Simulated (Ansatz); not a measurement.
```json
{"atom": "O", "x (Å)": "0.0235", "y (Å)": "-0.0448", "z (Å)": "-0.1166"}
{"atom": "H", "x (Å)": "-0.0393", "y (Å)": "0.7856", "z (Å)": "0.5437"}
{"atom": "H", "x (Å)": "0.0795", "y (Å)": "-0.7156", "z (Å)": "0.5058"}
```

Basis set: def2-SVP (spherical functions). Frozen core: 1 orbital. Charge 0, multiplicity 1.

Computed with Ansatz (development build ahead of 0.2.0); each method stands on the lowest determinant of its kind that the runs found. Restricted open shells among the atoms or ions are ROHF, correlated in semicanonical orbitals with singles.

(1) Give the atomization energy at this shape (free ground-state atoms in the same class of orbitals less the molecule, no zero-point energy) of singlet H2O by RHF-MP2, RHF.

Results:

(1)

```csv
method,atomization energy
RHF-MP2,208.18 kcal/mol
RHF,146.86 kcal/mol
```

Caution: the shape is not the minimum.
